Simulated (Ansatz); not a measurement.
`NC(=O)N[SiH3]` → `C=N[SiH](N)O`  (isomerisation)

Gas-phase electronic energies from Ansatz, PBE0-D4/def2-TZVP geometries. CBS: MP2 limit from def2 TZ/QZ plus the TZ coupled-cluster correction, frozen cores. One conformer a species, not always the lowest.

```json
{"species": "`NC(=O)N[SiH3]`", "HF/def2-QZVPP energy (Eh)": "-514.24157"}
{"species": "`C=N[SiH](N)O`", "HF/def2-QZVPP energy (Eh)": "-514.27863"}
```

Problem. Work out ΔE.

Solution. ΔE = (-514.27863) − (-514.24157) = -0.03706 Eh = -97.3 kJ/mol. CCSD(T)/CBS gives -109.7 kJ/mol.

Largest T1 diagnostic among the species: 0.014.

In def2-TZVPP, CCSD(T) changes the Hartree–Fock value by −8.3 kJ/mol (the triples alone add +1.6 kJ/mol) and MP2 by −10.6 kJ/mol. From PBE to PBE0 (25 % exact exchange), in def2-TZVPP and without D4, ΔE moves by −5.1 kJ/mol.
